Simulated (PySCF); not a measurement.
## Mg⁺ (magnesium, charge +1) across methods

[Ne] 3d1, 2D determinant (an excited configuration). All numbers are calculated (PySCF 2.14, scalar relativity by spin-free X2C-1e, in aug-cc-pVDZ-DK (5s4p2d, 27 functions)).

| method | E (hartree) | mean ε 2p α (eV) | mean ε 2p β (eV) | mean ε 3d α (eV) | Σ⟨r²⟩ (bohr²) | ⟨S²⟩ |
| --- | --- | --- | --- | --- | --- | --- |
| LDA | -198.8165 | -60.246 | -60.236 | -4.661 | 28.62 | 0.750 |
| LC-wPBE | -199.6892 | -66.097 | -66.090 | -6.327 | 28.62 | 0.750 |
| PBE | -199.6586 | -60.220 | -60.211 | -4.910 | 28.50 | 0.750 |
| B3LYP | -199.7965 | -63.685 | -63.685 | -5.192 | 28.32 | 0.750 |
| UHF | -199.34773 | -75.429 | -75.426 | -5.953 | 29.20 | 0.750 |
| BLYP | -199.7920 | -60.219 | -60.222 | -4.834 | 28.15 | 0.750 |
| r2SCAN0 | -199.7468 | -65.364 | -65.364 | -5.079 | 28.91 | 0.750 |
| r2SCAN | -199.7565 | -61.673 | -61.674 | -4.772 | 28.94 | 0.750 |
| PBE0 | -199.6755 | -64.337 | -64.329 | -5.229 | 28.69 | 0.750 |

The outer electron is Rydberg-like, and this basis confines it to a smaller radius and binds it less than a complete one would.
